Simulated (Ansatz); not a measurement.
Born–Oppenheimer molecular dynamics of CH6Al2OSSi2 (13 atoms, charge 0, multiplicity 1). It starts from a relaxed structure.

All numbers below come from Ansatz, RHF/STO-3G.

```json
{
 "ensemble": "NVE (velocity Verlet)",
 "time step": "2.5 fs",
 "steps asked": "40",
 "starting velocities drawn for": "300 K",
 "seed": "496396"
}
```

First frame:

```xyz
13
Properties=species:S:1:pos:R:3
O -0.668 -0.892 -1.272
C 0.016 -1.713 -0.630
Si 0.993 -1.213 0.950
Si 0.381 0.936 1.139
Al 1.147 1.988 -0.742
Al -0.873 0.932 -0.777
S -2.866 1.393 -1.354
H 0.026 -2.738 -1.054
H 0.590 -2.202 1.897
H 2.317 -1.582 0.556
H 0.171 1.176 2.533
H 2.247 2.966 -0.966
H -3.459 0.913 -0.267
```

(1) What does the run give?

(2) What happens to the structure?

(3) How do temperature and energy run in time?

Results:

(1) The run went to its last step.

| Item | Value |
| --- | --- |
| steps done | 40 |
| time covered | 100 fs |
| mean temperature over the second half | 143 K |
| spread of the potential energy over the second half | 5.2 meV per atom |
| mean potential energy of the second half above the start | 22.4 meV per atom |

The conserved energy wandered by up to 9.2 meV per atom (net 4.3 meV per atom), which is poor conservation. The temperature averaged 0.48 of the 300 K drawn at the start: a run that starts near a minimum puts about half its kinetic energy into the potential. A step of 2.5 fs is long for free X–H stretches (periods near 10 fs) and can bias their spread and the temperature. A run of 0.1 ps of so small a system gives no equilibrium averages. Limits of this set-up: minimal basis.

(2) The same pairs are bonded in the first frame and the last. Pairs count as bonded within 1.25 times the sum of covalent radii (0.12 Å more for H–H). Another seed would give other details.

(3) 
| time (fs) | T (K) | potential energy less start (eV) | conserved less start (meV/atom) |
| --- | --- | --- | --- |
| 0.0 | 300 | 0.000 | 0.00 |
| 5.0 | 159 | 0.250 | 3.75 |
| 10.0 | 160 | 0.256 | 4.38 |
| 15.0 | 130 | 0.306 | 4.94 |
| 20.0 | 100 | 0.372 | 6.74 |
| 25.0 | 178 | 0.237 | 4.93 |
| 30.0 | 129 | 0.320 | 5.94 |
| 35.0 | 145 | 0.299 | 6.02 |
| 40.0 | 142 | 0.302 | 5.94 |
| 45.0 | 97 | 0.385 | 7.39 |
| 50.0 | 175 | 0.248 | 5.44 |
| 55.0 | 113 | 0.340 | 5.64 |
| 60.0 | 157 | 0.247 | 3.40 |
| 65.0 | 201 | 0.163 | 1.68 |
| 70.0 | 139 | 0.274 | 3.55 |
| 75.0 | 169 | 0.248 | 4.74 |
| 80.0 | 120 | 0.356 | 7.70 |
| 85.0 | 112 | 0.344 | 5.94 |
| 90.0 | 147 | 0.286 | 5.27 |
| 95.0 | 121 | 0.353 | 7.53 |
| 100.0 | 186 | 0.217 | 4.27 |

The run took 3.2 min on 1 thread of Intel(R) Xeon(R) Processor @ 2.50GHz (Skylake/Cascade Lake) (shared host), peak memory 0.15 GiB.
